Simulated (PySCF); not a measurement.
**Which determinant of SrCd lies lowest?**

Unrestricted PBE0; basis Sr def2-SVPD with ECP28, Cd def2-SVPD with ECP28; scalar-relativistic core potentials; PySCF 2.14. Outer shells of the fragments: Sr 5s2; Cd 4d10 5s2.

Followed along the bond (rough minima from three points):

| 2Ms+1 | unpaired | ⟨S²⟩ at the start | R at minimum (Å) | Te (eV) |
| --- | --- | --- | --- | --- |
| 1 | none | 0.00 | 4.03 | 0.00 |
| 3 | σ ↑, π ↑ | 2.00 | 3.19 | 1.08 |
| 1 | σ ↑, π ↓ | 1.01 | 3.17 | 1.19 |
| 3 | σ ↑↑ | 2.01 | 3.50 | 1.40 |
| 3 | σ ↑, δ ↑ | 2.00 | 3.75 | 1.75 |

Solutions found at the starting distance of 3.110 Å, counted from the lowest of them; the search is not exhaustive and high or unbound solutions are not listed, so other states can lie among these:

```csv
2Ms+1,unpaired,term,E (eV),⟨S²⟩,⟨Lz²⟩,μ (D)
1,none,¹Σ⁺,0.00,0.00,0.00,0.72
3,"σ ↑, π ↑",³Π,0.74,2.00,1.00,-3.15
1,"σ ↑, π ↓",mixed,0.85,1.01,1.02,-2.60
3,σ ↑↑,³Σ⁺,1.19,2.01,0.00,-4.59
3,"σ ↑, δ ↑",³Δ,1.61,2.00,4.00,0.53
1,"σ ↑, δ ↓",mixed,1.90,1.00,4.00,0.22
1,π ↑↓,mixed,2.41,1.01,2.01,-9.13
1,none,mixed,2.81,0.00,2.00,-9.05
```

A term symbol is given only where ⟨S²⟩ and ⟨Lz²⟩ are close to those of a pure state; real π, δ and φ orbitals otherwise mix terms. A positive dipole means Sr(−)Cd(+).

Question: Compare the gap between the two lowest followed solutions at the starting distance with the gap between their minima.

Answer: At PBE0 the second solution (triplet, unpaired electrons σ ↑, π ↑) lies +0.74 eV from the first (singlet, closed shell) at 3.110 Å and +1.08 eV at the minima; the two curves relax by different amounts, since their minima lie near 3.19 and 4.03 Å.

Counting both spins, an empty level lies below a filled one in some of these solutions, because spin and occupation are held.
